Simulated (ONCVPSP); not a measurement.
**u(r) = r·R(r): atom against pseudo-atom (Fe (Z = 26))**

Columns: radius, all-electron u(r) and pseudo u(r) of the 3s shell (level -112.47 eV) of iron in the configuration [Ne] 3s2 3p6 3d6; PBE, scalar-relativistic, ONCV scheme, ONCVPSP 4.0.1.

```json
{"r (bohr)": "0.062", "all-electron": "0.1541", "pseudo": "0.0415"}
{"r (bohr)": "0.125", "all-electron": "-0.4638", "pseudo": "0.0964"}
{"r (bohr)": "0.188", "all-electron": "-0.6565", "pseudo": "0.1806"}
{"r (bohr)": "0.250", "all-electron": "-0.4675", "pseudo": "0.3008"}
{"r (bohr)": "0.312", "all-electron": "-0.1003", "pseudo": "0.4514"}
{"r (bohr)": "0.375", "all-electron": "0.3037", "pseudo": "0.6222"}
{"r (bohr)": "0.438", "all-electron": "0.6567", "pseudo": "0.8004"}
{"r (bohr)": "0.500", "all-electron": "0.9216", "pseudo": "0.9695"}
{"r (bohr)": "0.562", "all-electron": "1.1004", "pseudo": "1.1105"}
{"r (bohr)": "0.625", "all-electron": "1.2024", "pseudo": "1.2033"}
{"r (bohr)": "0.688", "all-electron": "1.2392", "pseudo": "1.2390"}
{"r (bohr)": "0.750", "all-electron": "1.2277", "pseudo": "1.2275"}
{"r (bohr)": "0.812", "all-electron": "1.1827", "pseudo": "1.1825"}
{"r (bohr)": "0.875", "all-electron": "1.1143", "pseudo": "1.1141"}
{"r (bohr)": "0.938", "all-electron": "1.0325", "pseudo": "1.0323"}
{"r (bohr)": "1.000", "all-electron": "0.9456", "pseudo": "0.9454"}
{"r (bohr)": "1.062", "all-electron": "0.8573", "pseudo": "0.8571"}
{"r (bohr)": "1.125", "all-electron": "0.7694", "pseudo": "0.7693"}
{"r (bohr)": "1.188", "all-electron": "0.6857", "pseudo": "0.6856"}
{"r (bohr)": "1.250", "all-electron": "0.6087", "pseudo": "0.6086"}
{"r (bohr)": "1.312", "all-electron": "0.5378", "pseudo": "0.5377"}
{"r (bohr)": "1.375", "all-electron": "0.4722", "pseudo": "0.4721"}
{"r (bohr)": "1.438", "all-electron": "0.4131", "pseudo": "0.4130"}
{"r (bohr)": "1.500", "all-electron": "0.3610", "pseudo": "0.3609"}
{"r (bohr)": "1.562", "all-electron": "0.3147", "pseudo": "0.3146"}
{"r (bohr)": "1.625", "all-electron": "0.2730", "pseudo": "0.2730"}
```

Problem. How many radial nodes do the two functions have?

Solution. The all-electron 3s function has n − l − 1 = 2; the pseudo-wave has 0, since the states of the same l below it are removed with the core.

Problem. At about which radius was the pseudo-wave matched?

Solution. 0.80 bohr. The columns agree to 0.0005 from 0.69 bohr on; several derivatives are matched, so the curves merge somewhat inside the radius.

Problem. Is the pseudo-wave norm-conserving?

Solution. Yes: the ONCV scheme keeps the norm inside the radius equal to the all-electron one, which fixes the energy derivative of the logarithmic derivative at the level.
